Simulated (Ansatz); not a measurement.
Ansatz (a first-principles code) input:
A basis named .json is the Basis Set Exchange file of that set.

Ansatz 0.2 input:
```yaml
crystal:
  periodic: [false, false, false]
  atoms:
    - {symbol: C, position_ang: [1.83991865, -0.60528290, -0.81536559]}
    - {symbol: C, position_ang: [1.27107340, 0.71643951, -0.25829613]}
    - {symbol: C, position_ang: [-0.03214640, 0.59357997, 0.45630154]}
    - {symbol: C, position_ang: [-1.35667357, 0.54391330, -0.22009882]}
    - {symbol: C, position_ang: [-1.80965526, -0.86339363, -0.65766575]}
    - {symbol: O, position_ang: [-0.02853274, -0.07133153, 1.66842214]}
    - {symbol: H, position_ang: [1.19590257, -1.01192622, -1.59534603]}
    - {symbol: H, position_ang: [1.92274341, -1.35692030, -0.02831307]}
    - {symbol: H, position_ang: [2.83329933, -0.45119614, -1.24238260]}
    - {symbol: H, position_ang: [1.15619695, 1.43298907, -1.07496620]}
    - {symbol: H, position_ang: [2.01476005, 1.15233674, 0.42326565]}
    - {symbol: H, position_ang: [-2.11243887, 0.94987721, 0.46106851]}
    - {symbol: H, position_ang: [-1.32708666, 1.20576041, -1.08897843]}
    - {symbol: H, position_ang: [-1.81736261, -1.54235344, 0.19531066]}
    - {symbol: H, position_ang: [-2.81734924, -0.83056164, -1.07737124]}
    - {symbol: H, position_ang: [-1.14306151, -1.27925157, -1.41445964]}
    - {symbol: H, position_ang: [0.84755779, -0.00963959, 2.06554366]}
basis:
  gaussian:
    orbitals: cc-pVQZ
    fitting: {mean_field: def2-universal-jkfit, correlation: cc-pVQZ-RIFIT.json}
magnetization: {spin_polarized: true, initial_magnetization: 1}
correlation: {method: mp2, electrons: outside_noble_gas}
```

### Question
What final total energy does it print?

### Answer
-271.84462 Eh (RI-MP2/cc-pVQZ). The basis has 660 functions.

It need not be the lowest isomer of its formula.
